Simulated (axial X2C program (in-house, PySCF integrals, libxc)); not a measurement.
**Density and ELF of RuB**

All values were computed with an in-house all-electron X2C program for linear molecules (integrals from PySCF). Two-component (2c) means X2C with spin–orbit coupling and atomic mean-field two-electron Coulomb and Gaunt terms. Basis: Ru dyall-cv3z [12s12p8d5f3g], B dyall-v3z [7s6p2d1f] (cores contracted in-house); Gaussian nuclei, density fitting, unrestricted open shells. Masses: Ru 101.904 u, B 11.009 u.

PBE0, with spin–orbit coupling, state Ω = 5/2 (⟨Sz⟩ = 0.50, ⟨Lz⟩ = 2.00 at PBE0); Ru at z = 0, B at z = 1.694 Å.

The maps cover the half plane through the axis: z from -2.4 to 3.6 Å along the bond, ρ from 0.15 to 2.25 Å away from it.

log10 of the density in e/bohr³:

```
 ρ\z  -2.4  -1.8  -1.2  -0.6   0.0   0.6   1.2   1.8   2.4   3.0   3.6
0.15  -3.5  -2.5  -1.5  -0.1   1.7  -0.1  -0.7   0.4  -1.2  -1.9  -2.7
0.45  -3.5  -2.6  -1.6  -0.4   0.2  -0.4  -0.9  -1.0  -1.3  -2.0  -2.8
0.75  -3.7  -2.8  -1.9  -1.0  -0.4  -0.9  -1.1  -1.2  -1.6  -2.2  -2.9
1.05  -3.8  -3.0  -2.2  -1.5  -1.1  -1.4  -1.5  -1.6  -1.9  -2.4  -3.1
1.35  -4.0  -3.3  -2.6  -2.0  -1.7  -1.8  -1.8  -1.9  -2.2  -2.7  -3.3
1.65  -4.3  -3.5  -2.9  -2.4  -2.2  -2.2  -2.2  -2.3  -2.6  -3.0  -3.6
1.95  -4.5  -3.8  -3.3  -2.8  -2.6  -2.6  -2.6  -2.7  -3.0  -3.4  -3.9
2.25  -4.8  -4.2  -3.6  -3.2  -3.0  -3.0  -3.0  -3.1  -3.3  -3.7  -4.1
```

Electron localisation function (collinear form, no current term, damped to 0 at low density):

```
 ρ\z  -2.4  -1.8  -1.2  -0.6   0.0   0.6   1.2   1.8   2.4   3.0   3.6
0.15  0.01  0.06  0.28  0.78  0.62  0.71  0.37  0.99  0.88  0.94  0.83
0.45  0.01  0.05  0.20  0.66  0.51  0.57  0.66  0.07  0.92  0.93  0.79
0.75  0.00  0.03  0.12  0.39  0.67  0.36  0.72  0.77  0.92  0.91  0.67
1.05  0.00  0.02  0.07  0.20  0.32  0.26  0.69  0.84  0.89  0.85  0.45
1.35  0.00  0.01  0.04  0.11  0.17  0.22  0.62  0.79  0.81  0.70  0.19
1.65  0.00  0.00  0.02  0.06  0.11  0.18  0.49  0.68  0.66  0.43  0.05
1.95  0.00  0.00  0.01  0.04  0.07  0.13  0.33  0.48  0.40  0.14  0.01
2.25  0.00  0.00  0.00  0.02  0.04  0.08  0.17  0.23  0.14  0.02  0.00
```

Axial spin density in 10⁻³ e/bohr³:

```
 ρ\z  -2.4  -1.8  -1.2  -0.6    0.0   0.6    1.2    1.8    2.4   3.0   3.6
0.15  -0.1  -0.7  -2.5  20.5  233.4  21.0  -11.4   -5.7  -18.4  -3.8  -0.6
0.45  -0.1  -0.5  -1.6  13.2   81.2  11.9   -6.1  -10.3  -12.1  -2.9  -0.5
0.75  -0.1  -0.3  -0.4  10.9   54.0   9.8   -2.3   -5.7   -6.0  -1.8  -0.4
1.05   0.0  -0.1   0.2   6.3   19.0   6.0   -0.5   -2.4   -2.5  -1.0  -0.2
1.35   0.0   0.0   0.3   3.0    6.6   3.0    0.1   -0.9   -1.0  -0.5  -0.1
1.65   0.0   0.0   0.2   1.3    2.4   1.4    0.2   -0.3   -0.4  -0.2  -0.1
1.95   0.0   0.0   0.1   0.6    0.9   0.6    0.1   -0.1   -0.1  -0.1   0.0
2.25   0.0   0.0   0.1   0.2    0.3   0.2    0.1    0.0   -0.1   0.0   0.0
```

The state is one determinant whose occupation by symmetry is held fixed; it was picked as the lowest of a PBE0 search that is not exhaustive. Density functionals use the spin component along the axis (collinear). PBE0 can misorder states that lie within some tenths of an eV, so this need not be the ground state of the molecule. The nearest other 2c determinant of the search, Ω = 3/2, lies 0.22 eV up at the distance of the search. The functionals have no current-density term, which raises determinants with orbital currents, atoms included. The determinant is spin-polarised beyond a pure state at some levels (its spin-free form has ⟨S²⟩ too high), which makes Re and μ there less reliable.
